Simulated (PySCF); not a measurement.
H7NSSi2, SMILES N[SiH2]S[SiH3].

Geometry optimised at B3LYP-D3(BJ)/def2-SVP. One conformer was computed; it need not be the lowest.

Two levels are set side by side: TDDFT-PBE/def2-SVPD (PySCF) and TDDFT-M06-2X/def2-SVPD (PySCF). Vertical, same geometry. The lowest singlet is HOMO→LUMO 99 % with PBE and HOMO→LUMO 84 % with the other functional; states are paired by order. Differences are taken from unrounded values.

```
quantity                              TDDFT-M06-2X  TDDFT-PBE  TDDFT-PBE minus TDDFT-M06-2X
------------------------------------  ------------  ---------  ----------------------------
lowest singlet excitation (eV)                5.94       5.10                         -0.84
lowest triplet excitation (TDA) (eV)          5.74       4.98                         -0.76
```

A lower first singlet is the usual sign of a functional without exact exchange. Differences between two approximate levels are no errors against the true value.

Rough cost on one machine, each run with all the roots and properties that it gave: TDDFT-M06-2X against TDDFT-PBE about 20 times.
